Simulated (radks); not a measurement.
Values are calculated unless marked as measured or tabulated.
Species: the dysprosium ion Dy+. Configuration: [Xe] 4f10 6p1 (not the ground configuration). Code: a radial shooting solver on a logarithmic mesh with Libxc functionals. Model: non-relativistic Kohn-Sham, LDA (Slater exchange, Perdew-Wang correlation), spin-polarised, spherical densities, point nucleus; open shells are filled with parallel spins first (spin-orbit coupling, left out, can overturn this in heavy ions); relativity is left out, which matters for an element this heavy.

X-ray form factor f0, the Fourier transform of the density (f0(0) = 65):

sin(theta)/lambda (1/angstrom)  f0 (electrons)
0.05                                    63.910
0.1                                     61.393
0.15                                    58.322
0.2                                     54.936
0.25                                    51.422
0.3                                     48.003
0.4                                     41.933
0.5                                     36.935
0.6                                     32.734
0.8                                     26.040
1                                       21.318
1.25                                    17.614
1.5                                     15.270
2                                       11.672
